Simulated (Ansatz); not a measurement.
Relaxation of C2H5GaS2 (10 atoms, charge 0, multiplicity 1), to a largest force component of 0.02 eV/Å in at most 50 steps.

Theory: RKS B3LYP/def2-SVP (Ansatz).

```xyz
10
Properties=species:S:1:pos:R:3
Ga -0.365 0.482 -1.668
S -0.157 -1.653 -0.886
C 0.602 -0.872 0.531
C -0.172 0.074 1.356
S 1.092 0.900 0.359
H -1.676 1.262 -1.315
H 0.504 0.901 -2.883
H -0.027 -3.020 -0.753
H 0.025 0.120 2.420
H -1.206 0.270 1.071
```

Task: Where does it end, and by what steps?

Result: It converged. After 12 steps the energy has fallen by 1.727 eV; H8 moved furthest, 0.95 Å.

```csv
step,energy less start (eV),largest force component (eV/Å),accepted
0,0.0000,2.143,yes
1,-0.8018,1.787,yes
2,-1.2326,1.879,yes
3,-1.4598,1.598,yes
4,-1.6376,0.540,yes
5,-1.6971,0.445,yes
6,-1.7131,0.220,yes
7,-1.7252,0.080,yes
8,-1.7224,0.247,no
9,-1.7269,0.048,yes
10,-1.7271,0.026,yes
11,-1.7270,0.046,no
12,-1.7273,0.011,yes
```

```xyz
10
Properties=species:S:1:pos:R:3
Ga -0.329 0.575 -1.674
S -0.591 -1.670 -0.607
C 0.538 -1.092 0.770
C -0.160 0.007 1.461
S 0.985 0.894 0.299
H -1.721 1.290 -1.604
H 0.602 0.367 -2.912
H 0.338 -2.347 -1.320
H 0.188 0.194 2.485
H -1.229 0.245 1.333
```

Time of the run: 53 s on 2 threads of Arm Neoverse V2, with other jobs on the host, peak memory 0.32 GiB.
